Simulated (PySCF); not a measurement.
# Correlation energy of Cd³⁺ (cadmium, charge +3)

[Kr] 4d9, 2D determinant. Calculation: PySCF 2.14, in ANO-RCC-VTZP; scalar relativity by spin-free X2C-1e. Frozen: [Ar] 3d10; 17 electrons correlated.

```json
{"level": "CCSD", "correlation energy (mhartree)": "-422.09"}
{"level": "(T)", "correlation energy (mhartree)": "-6.98"}
{"level": "CCSD(T)", "correlation energy (mhartree)": "-429.07"}
```

Diagnostics: T1 = 0.0049, D1 = 0.0099, largest double amplitude 0.018.

Cost of the coupled-cluster step: of the order of 11 core-seconds, for 17 correlated electrons.

Iterations:

```
CC2 = 0
CCSD nocc = (np.int64(9), np.int64(8)), nmo = (54, 54)
frozen orbitals [[0, 1, 2, 3, 4, 5, 6, 7, 8, 9, 10, 11, 12, 13], [0, 1, 2, 3, 4, 5, 6, 7, 8, 9, 10, 11, 12, 13]]
max_cycle = 100
direct = 0
conv_tol = 1e-08
conv_tol_normt = 1e-06
diis_space = 8
diis_start_cycle = 0
Init t2, MP2 energy = -0.425065733972911
Init E_corr(UCCSD) = -0.42506573397599
cycle = 1  E_corr(UCCSD) = -0.416941204136999  dE = 0.00812452984  norm(t1,t2) = 0.0360054
cycle = 2  E_corr(UCCSD) = -0.421906447666175  dE = -0.00496524353  norm(t1,t2) = 0.00655951
cycle = 3  E_corr(UCCSD) = -0.421883072317251  dE = 2.33753489e-05  norm(t1,t2) = 0.00247768
cycle = 4  E_corr(UCCSD) = -0.422106206580345  dE = -0.000223134263  norm(t1,t2) = 0.000897585
cycle = 5  E_corr(UCCSD) = -0.422097184888125  dE = 9.02169222e-06  norm(t1,t2) = 0.000330267
cycle = 6  E_corr(UCCSD) = -0.422090454472537  dE = 6.73041559e-06  norm(t1,t2) = 7.32691e-05
cycle = 7  E_corr(UCCSD) = -0.42209479733887  dE = -4.34286633e-06  norm(t1,t2) = 2.11945e-05
cycle = 8  E_corr(UCCSD) = -0.422094151505102  dE = 6.45833768e-07  norm(t1,t2) = 5.55116e-06
cycle = 9  E_corr(UCCSD) = -0.422094045964335  dE = 1.05540767e-07  norm(t1,t2) = 1.70901e-06
cycle = 10  E_corr(UCCSD) = -0.422094132926745  dE = -8.696241e-08  norm(t1,t2) = 5.56935e-07
cycle = 11  E_corr(UCCSD) = -0.422094122880092  dE = 1.0046653e-08  norm(t1,t2) = 1.38965e-07
cycle = 12  E_corr(UCCSD) = -0.422094123207227  dE = -3.27134708e-10  norm(t1,t2) = 3.36006e-08
UCCSD converged
E(UCCSD) = -5589.402339227841  E_corr = -0.422094123207227
UCCSD(T) correction = -0.00697870139778892
```
